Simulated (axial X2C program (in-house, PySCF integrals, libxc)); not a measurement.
**DyBr at several levels of theory**

Computed with an in-house relativistic program for diatomic molecules. Spin-free means the one-electron spin-free X2C Hamiltonian; two-component (2c) means X2C with spin–orbit coupling and atomic mean-field two-electron Coulomb and Gaunt terms, so the difference of the two also holds small scalar two-electron terms. Basis: Dy dyall-cv3z [13s13p10d7f3g], Br dyall-cv3z [8s9p6d4f1g] (cores contracted in-house); Gaussian nuclei, density fitting, unrestricted open shells. Masses: Dy 163.929 u, Br 78.918 u.

Input:
```json
{"zs": [66, 35], "q": 0, "bas": ["dyall-cv3z", "dyall-cv3z"], "levels": ["PBE0", "HF", "M06", "PW91", "B97-3"], "cc": true, "r0": 2.81, "thr": -2.0, "nmax": 140}
```
```bash
python so2c.py task.json out
```

Keys: zs atomic numbers; q charge; bas basis sets; levels methods; cc coupled cluster on or off; r0 starting distance in Å; thr threshold in hartree for freezing inner shells (an s shell follows its p shell); nmax most natural virtual spinors. HF also brings MP2.

State, spin-free: M_S = 5/2, Λ = 5 (beyond evenly filled blocks: σα, π+α, π-α, δ+α, δ+β, δ-α, φ+α, φ+β, φ-α); electrons by block: σα: 21, σβ: 20, π+α: 11, π+β: 10, π-α: 11, π-β: 10, δ+α: 4, δ+β: 4, δ-α: 4, δ-β: 3, φ+α: 1, φ+β: 1, φ-α: 1. Fragments: Dy + Br.

State, 2c: Ω = 15/2 (⟨Sz⟩ = 2.46, ⟨Lz⟩ = 5.04 at PBE0); electrons by block: 1/2: 31, -1/2: 31, 3/2: 15, -3/2: 14, 5/2: 5, -5/2: 4, 7/2: 1. Fragments: Dy + Br.

| Hamiltonian | level | Re (Å) | ωe (cm⁻¹) | ωexe (cm⁻¹) | αe (cm⁻¹) | De (eV) | k (mdyn/Å) | μ (D) |
| --- | --- | --- | --- | --- | --- | --- | --- | --- |
| spin-free | PBE0 | 2.655 | 192.1 | 0.332 | 0.000134 | 3.76 | 1.16 | -4.57 |
| spin-free | HF | 2.786 | 183.9 | 0.385 | 0.000121 | 3.23 | 1.06 | -5.11 |
| spin-free | MP2 | 2.668 | 201.6 | 0.429 | 0.000129 | 3.65 | 1.28 | n/a |
| spin-free | M06 | 2.574 | 226.7 | 0.496 | 0.000143 | 3.75 | 1.61 | -3.31 |
| spin-free | PW91 | 2.627 | 202.7 | 0.447 | 0.000145 | 3.72 | 1.29 | -4.06 |
| spin-free | B97-3 | 2.663 | 194.3 | 0.394 | 0.000135 | 3.58 | 1.18 | -4.44 |
| 2c | PBE0 | 2.655 | 192.1 | 0.332 | 0.000135 | n/a | 1.16 | -4.55 |
| 2c | HF | 2.787 | 183.9 | 0.385 | 0.000121 | 3.05 | 1.06 | -5.09 |
| 2c | MP2 | 2.669 | 201.6 | 0.43 | 0.000129 | 3.48 | 1.28 | n/a |
| 2c | M06 | 2.576 | 226.2 | 0.495 | 0.000143 | 3.27 | 1.61 | -3.30 |
| 2c | PW91 | 2.627 | 202.7 | 0.448 | 0.000145 | n/a | 1.29 | -4.04 |
| 2c | B97-3 | 2.663 | 194.3 | 0.395 | 0.000135 | n/a | 1.18 | -4.42 |

Correlated methods: 27 electrons correlated (number of frozen shells: Dy 4 s, 3 p, 2 d; Br 3 s, 2 p, 1 d), 319 virtual spin orbitals or spinors in MP2.

Dipoles are positive if Br is the positive end.

The state is a single determinant with fixed occupations, the lowest that a limited PBE0 search found. De is counted from the lowest determinant-based energies of the atoms at the same level, without counterpoise correction. De is not given where an atomic determinant may have missed its ground term or J level, or where the truncated virtual space spoils (T). Density functionals use the spin component along the axis (collinear). PBE0 can misorder states that lie within some tenths of an eV, so this need not be the ground state of the molecule. The nearest other spin-free determinant of the search, M_S = 5/2, Λ = 3, lies 0.008 eV up at the distance of the search. Without a current term, density functionals place determinants with orbital angular momentum somewhat too high. With several unpaired electrons one determinant need not be a pure state. At some level and bond length an empty orbital lies below a filled one.

Rough cost a point (2c) on 2 thread(s) of a shared host, integrals apart: PBE0 5 s, HF 4 s, M06 10 s, PW91 3 s, B97-3 6 s.
